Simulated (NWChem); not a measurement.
System: C$_{2}$H$_{4}$NO, doublet; SMILES [NH]C(C)=O

Here is an NWChem input.

```
start job
memory heap 200 mb stack 900 mb global 1100 mb
geometry units angstroms noautosym nocenter noautoz
  C      0.013729     1.388162     0.012414
  C      0.059604    -0.104828     0.128732
  N     -0.974367    -0.805976    -0.433430
  O      1.017723    -0.725118     0.573660
  H      0.069184     1.673985    -1.048973
  H     -0.941439     1.772653     0.401029
  H      0.853109     1.832951     0.560326
  H     -1.066763    -1.708000     0.051639
end
basis spherical
  * library 6-31g*
end
dft
  odft
  mult 2
  xc m06-2x
  iterations 150
end
cosmo
  do_cosmo_smd true
  solvent methanol
end
task dft energy
```

Coordinates come from a PBE0/def2-SVP, spin-unrestricted optimisation. No stability test was run on the SCF state. Solvent: methanol.

Level: M06-2X/6-31G* with SMD (1 M gas to 1 M solution), gas-phase geometry. Reactions with the solvent are ignored.

Q: What results follow from this input? (M06-2X/6-31G* (spherical d), spin-unrestricted, SMD on the gas-phase geometry.) Quantities: solvation free energy (kcal/mol); cavity-dispersion-structure term (kcal/mol); dipole in solution (D).

A: 
| Quantity | Result |
|---|---|
| solvation free energy (kcal/mol) | -5.3 |
| cavity-dispersion-structure term (kcal/mol) | 2.6 |
| dipole in solution (D) | 2.38 |
